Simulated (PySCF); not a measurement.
Coordinates in bohr (charge 0 multiplicity 1):
```
Lu    0.5235    0.0000   -0.3830
S    -2.9749    0.0000    2.0422
H     3.5088    0.0000    1.6977
```

Level of theory: PBE0 in PySCF with Lu def2-TZVP with ECP28, S def2-TZVP, H def2-TZVP; scalar-relativistic core potentials, no spin–orbit coupling; density-fitted integrals.

This geometry of HLuS is a stationary point at this level.

(1) What is the point group?

(2) Is it a minimum?

(3) What are the dipole moment and the gap between the highest occupied and lowest empty levels?

(4) Give the atomic charges and bond orders.

(5) Give the ideal-gas entropy at 298.15 K and 1 bar by parts.

Results:

(1) Cs.

(2) Yes: all harmonic wavenumbers are real.

(3) 8.01 D and 3.37 eV.

(4) 
```tsv
atom	Mulliken	Löwdin	polar tensor	Mayer order to Lu1
Lu1	0.81	0.34	1.24	–
S2	-0.61	-0.16	-0.82	2.18
H3	-0.20	-0.18	-0.42	0.94
```

(5) translation 175.4, rotation 94.5, vibration 7.1, spin 0.0; total 277.0 J/(mol K).

Other isomers or separated fragments may lie lower.
